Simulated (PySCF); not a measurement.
# Reading the logs of faulty runs: BClH4Si2

These are calculations, not measurements. They come from PySCF 2.14.0, an open-source quantum chemistry program, on an isolated molecule that a program drew, which may never have been made. The molecule is BClH4Si2 (charge 0, singlet), drawn as the SMILES string `B[Si][SiH2]Cl`.

Each row is a Hartree-Fock (HF) and frozen-core CCSD(T) single point in the cc-pV(D+d)Z basis, meant for a local HF minimum. Run 1 is clean. Each other run has one planted mistake out of seven kinds, and not every kind appears here: one electron removed, one electron added, multiplicity raised by two, geometry at a saddle point, minimal basis STO-3G, one bond length entered in bohr, all coordinates scaled. The reference is restricted for singlets and unrestricted otherwise, and also for a bond in bohr. Adding or removing an electron swaps singlet and doublet. Electrons count all cores. HOMO and LUMO are orbital energies over both spins, the gradient is its largest component, and the lowest frequency (negative if imaginary) is given only where the gradient is small. Bond lengths are over the 7 bonds as drawn. T1 is the CCSD diagnostic: over 0.02 (restricted) or 0.045 (unrestricted) a single reference is doubtful.

Geometry of the clean run:
```xyz
8
BClH4Si2, angstrom
B    -1.4523    0.3608    0.3359
Si    0.3115    1.2743    0.2297
Si    1.3196   -0.7182   -0.6645
Cl    2.0566   -1.5982    1.0886
H    -2.2313    0.4869   -0.5742
H    -1.7965   -0.2990    1.2786
H     0.4634   -1.7249   -1.3254
H     2.4713   -0.4493   -1.5479
```

| run | electrons | basis functions | <S^2> | HOMO (eV) | LUMO (eV) | gradient (hartree/bohr) | lowest frequency (cm^-1) | mean bond (Å) | longest bond (Å) | T1 | HF (hartree) | CCSD(T) (hartree) | mistake |
|---|---|---|---|---|---|---|---|---|---|---|---|---|---|
| 1 | 54 | 103 | 0.000 | -8.98 | 0.06 | 1.0e-05 | 50 | 1.6928 | 2.405 | 0.0167 | -1064.35697 | -1064.83202 | no fault |
| 2 | 54 | 103 | 0.000 | -8.90 | 0.29 | 5.0e-02 | - | 1.5878 | 2.256 | 0.0168 | -1064.32853 | -1064.80380 | all coordinates scaled |
| 3 | 54 | 36 | 0.000 | -6.46 | 4.95 | 2.9e-02 | - | 1.6928 | 2.405 | 0.0136 | -1052.46394 | -1052.61165 | ? |
| 4 | 54 | 103 | 2.025 | -8.21 | -0.44 | 2.7e-02 | - | 1.6928 | 2.405 | 0.0196 | -1064.33161 | -1064.78538 | ? |

**Which mistake was planted in run 3, and what did it cost?**

It has 36 basis functions where the clean run has 103, with the same electrons and geometry. So the mistake is: minimal basis STO-3G. Subtracting run 1 and multiplying by 627.51 kcal/mol a hartree, the energy moved by 7463.0 kcal/mol in HF and 7668.4 kcal/mol in CCSD(T).

**Which mistake was planted in run 4, and what did it cost?**

Electrons, basis and geometry are unchanged, and <S^2> is 2.025, beside S(S+1) = 2.00 for a multiplicity of 3. So the mistake is: multiplicity raised by two. Subtracting run 1 and multiplying by 627.51 kcal/mol a hartree, the energy moved by 15.9 kcal/mol in HF and 29.3 kcal/mol in CCSD(T).

